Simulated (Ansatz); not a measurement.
Process, species as SMILES: ClBr (Cl-Br) → Br atom + Cl atom
B3LYP-D3(BJ)/def2-TZVP geometries, fixed; electronic energies without zero-point terms.
Largest species:
```
Cl
Br 1 2.1653
```
Charge 0, spin multiplicity 1.

Basis-set convergence of the atomisation energy at PBE with Ansatz (a program for electronic structure). Cartesian d functions, on some or all atoms, in 3-21G, 6-31G; all else is spherical. The program fits the integrals of some runs and decomposes those of others, by size. Open shells are unrestricted. No added dispersion term, no relativity. Functions are those of the species that has most. Reference: the value in aug-cc-pV(5+d)Z, 62.20 kcal/mol, itself unsure by roughly 0.09 kcal/mol (its mean distance from pcseg-4, aug-pcseg-3, aug-cc-pV(Q+d)Z). Deviations are taken from unrounded values.

| basis | functions | atomisation energy (kcal/mol) | minus reference (kcal/mol) |
|---|---|---|---|
| STO-3G | 27 | 71.32 | 9.12 |
| pcseg-0 | 35 | 41.06 | -21.14 |
| 3-21G | 36 | 41.75 | -20.45 |
| 6-31G | 42 | 40.40 | -21.80 |
| aug-pcseg-1 | 63 | 57.10 | -5.10 |
| def2-SVPD | 68 | 57.14 | -5.06 |
| pcseg-2 | 77 | 60.75 | -1.45 |
| cc-pV(T+d)Z | 82 | 61.63 | -0.57 |
| def2-TZVPD | 103 | 61.85 | -0.35 |
| aug-cc-pV(T+d)Z | 114 | 61.76 | -0.44 |
| cc-pV(Q+d)Z | 132 | 62.02 | -0.18 |
| cc-pV(5+d)Z | 204 | 62.15 | -0.06 |
| pcseg-4 | 216 | 62.18 | -0.02 |

The smallest set listed that lies within 4 kcal/mol of the reference with all its larger relatives (same family, alike in diffuse functions; a set with none counts only in the reference's own line) is pcseg-2 (77 functions, -1.45 kcal/mol off). (Relatives not listed, tested too: def2-TZVPPD -0.33, pcseg-3 -0.14, def2-QZVPPD -0.11, aug-cc-pV(Q+d)Z -0.14, aug-cc-pV(5+d)Z 0.00 kcal/mol.)
